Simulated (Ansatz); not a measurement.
**Ligand exchange: CBr2ClF + GaHBr2 → CHBrClF + GaBr3**

Species: CBr2ClF (dibromochlorofluoromethane) `FC(Cl)(Br)Br`, singlet; GaHBr2 `[Br][GaH][Br]`, singlet; CHBrClF (bromochlorofluoromethane) `FC(Cl)Br`, singlet; GaBr3 (gallium tribromide) `[Br][Ga]([Br])[Br]`, singlet. The partners trade Br for H: C–Br and Ga–H bonds give way to C–H and Ga–Br.

Shapes, held fixed at every level: PBE0-D4/def2-TZVP. Programs: Ansatz 0.2.0. The zero-point and thermal change to 298 K, harmonic and unscaled (PBE0-D4/def2-TZVP), is +13.6 kJ/mol.

```csv
level,kind,ΔH(298 K) (kJ/mol),less CCSD(T)/def2-TZVPP
SPW92/def2-TZVPP,LDA,-167.0,+25.9
PBE-D4/def2-TZVPP,GGA,-176.4,+16.5
BHLYP-D4/def2-TZVPP,global hybrid,-204.6,-11.7
wB97M-V/def2-TZVPP,range-separated hybrid,-186.1,+6.8
MP2/def2-SVP,perturbation theory,-198.6,-5.7
CCSD(T)/def2-SVP,coupled cluster or CI,-197.7,-4.8
CCSD(T)/def2-TZVPP,coupled cluster or CI,-192.9,0.0
```

The highest level, CCSD(T)/def2-TZVPP, gives ΔH(298 K) = -192.9 kJ/mol; the levels span -204.6 to -167.0. The column of differences is taken from that level and isn't an error. No measured value is set beside it here. Relativity is left out for Br, Ga. Outer-core shells of Br, Ga are correlated in most correlated rows, in sets that cover them unevenly.
